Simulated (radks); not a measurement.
Results of a calculation; reference values are marked as such.
All-electron atom: the rhenium ion Re21+ in [Kr] 4d10 4f8. Level of theory: scalar-relativistic Kohn-Sham, SCAN, spin-polarised, spherical densities, finite nucleus; open shells are filled with parallel spins first (spin-orbit coupling, left out, can overturn this in heavy ions); meta-GGA in the generalised Kohn-Sham scheme; Fermi nuclear charge, rms radius 5.3698 fm (a radial shooting solver on a logarithmic mesh with Libxc functionals). Some entries of the table are withheld. Estimate them.

orbital,occ.,eigenvalue (hartree),r(max) (bohr),<1/r> (bohr^-1)
1s down,1,-2657.195,0.01124,88.73
1s up,1,-2657.194,0.01124,88.73
2s up,1,-479.1691,0.06447,20.78
2s down,1,-479.1571,0.06446,20.78
2p up,3,-420.7558,0.05303,18.75
2p down,3,-420.7469,0.05303,18.75
3s up,1,-127.6841,0.1817,7.707
3s down,1,-127.4663,0.1816,7.720
3p up,3,-110.3488,0.1802,7.094
3p down,3,-110.1186,0.1800,7.107
3d up,5,-90.65841,0.1471,6.688
3d down,5,-90.46971,0.1469,6.700
4s up,1,-42.72287,0.4087,3.356
4s down,1,-42.31793,0.4088,3.345
4p up,3,-36.83653,0.4268,3.079
4p down,3,-36.44359,0.4270,3.068
4d up,5,-29.45552,(1),2.805
4d down,5,-29.05645,(2),2.792
4f up,7,-21.29561,(3),2.496
4f down,1,-20.85516,(4),2.482

Answer. 
(1) 4d up r(max) (bohr): 0.4322
(2) 4d down r(max) (bohr): 0.4327
(3) 4f up r(max) (bohr): 0.3874
(4) 4f down r(max) (bohr): 0.3889
